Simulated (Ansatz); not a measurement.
Relaxation of C2H6AlFO (11 atoms, charge 0, multiplicity 1), to a largest force component of 0.02 eV/Å in at most 50 steps.

Theory: RKS PBE/def2-SVP (Ansatz 0.2.0).

```xyz
11
Properties=species:S:1:pos:R:3:forces:R:3
O -1.960 -0.132 1.450 -2.52 -1.28 -0.94
C -0.889 0.663 1.073 2.08 0.98 -0.38
Al 0.521 -0.525 0.353 0.86 -0.09 0.30
C 1.317 -0.255 -1.486 -3.96 -1.03 0.47
F 0.584 0.784 -2.094 0.27 0.30 -0.10
H -2.468 -0.318 0.592 0.66 0.22 1.59
H -1.128 1.432 0.315 -0.27 0.44 0.01
H -0.455 1.204 1.965 -0.43 -0.17 -0.28
H 1.150 -1.675 1.326 -0.19 0.06 -0.23
H 2.332 -0.047 -1.420 2.81 0.47 -0.32
H 1.061 -1.189 -2.052 0.70 0.10 -0.11
```

Where does it end, and by what steps?

The forces met the threshold. After 17 steps the energy has fallen by 0.935 eV; H6 moved furthest, 1.47 Å. Joined: O1–Al3 (2.74 → 2.01 Å).

| step | energy less start (eV) | largest force component (eV/Å) | accepted |
| --- | --- | --- | --- |
| 0 | 0.0000 | 3.964 | yes |
| 1 | -0.3221 | 1.147 | yes |
| 2 | -0.3707 | 0.381 | yes |
| 3 | -0.3836 | 0.163 | yes |
| 4 | -0.4220 | 0.551 | yes |
| 5 | -0.4930 | 0.920 | yes |
| 6 | -0.6128 | 0.852 | yes |
| 7 | -0.7235 | 0.482 | yes |
| 8 | -0.7633 | 0.305 | yes |
| 9 | -0.7894 | 0.387 | yes |
| 10 | -0.8111 | 0.504 | yes |
| 11 | -0.8416 | 0.540 | yes |
| 12 | -0.8770 | 0.584 | yes |
| 13 | -0.9096 | 0.570 | yes |
| 14 | -0.9274 | 0.466 | yes |
| 15 | -0.9328 | 0.202 | yes |
| 16 | -0.9320 | 0.165 | no |
| 17 | -0.9346 | 0.017 | yes |

```xyz
11
Properties=species:S:1:pos:R:3
O -1.366 -0.257 0.565
C -0.611 0.894 1.221
Al 0.623 -0.527 0.696
C 0.915 -0.388 -1.298
F -0.277 0.241 -1.807
H -1.418 -0.030 -0.399
H -0.762 1.822 0.637
H -1.023 1.005 2.240
H 1.198 -1.695 1.620
H 1.772 0.240 -1.629
H 1.015 -1.363 -1.826
```

Run time: 34 s on 2 threads of Intel(R) Xeon(R) Platinum 8488C (Sapphire Rapids) (shared host), peak memory 0.17 GiB.
